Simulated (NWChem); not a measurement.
# SiH₃TeCl; SMILES [SiH3][Te]Cl

Results from NWChem. Structure relaxed at the PBE0/def2-SVP level. No frequency run checked for a minimum. def2 effective core potentials on Te; no spin-orbit coupling. Ions are spin-unrestricted doublets at the neutral geometry; other ion states weren't tried.

Predict the results for PBE/def2-SVP. Quantities: vertical ionisation energy, ΔSCF (eV); −ε(HOMO) (eV).


```yaml
vertical ionisation energy, ΔSCF (eV): 8.38
"−ε(HOMO) (eV)": 5.38
```
